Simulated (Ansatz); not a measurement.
Ansatz results at the PBE0-D4/def2-TZVP geometry: HOMO–LUMO gap (PBE0/def2-TZVPP) 6.95 eV; HOMO–LUMO gap (ωB97M-V/def2-TZVPP) 11.20 eV; HOMO energy (ωB97M-V/def2-TZVPP) -10.28 eV.

Each molecule was computed in one conformer, which needn't be the lowest.

Which molecule gave them?
A. `C[SiH](C)/C=C/[Si](C)(Cl)Cl`
B. `N[Si@H](Cl)O[Si@@H](N)O`
C. `O[SiH](O)O[Si](F)(F)F`
D. `C=C[SiH](O)[SiH2]O`

A. The others give `N[Si@H](Cl)O[Si@@H](N)O`: 8.49, 12.32, -10.05; `O[SiH](O)O[Si](F)(F)F`: 10.04, 13.94, -12.16; `C=C[SiH](O)[SiH2]O`: 6.60, 10.46, -9.47.
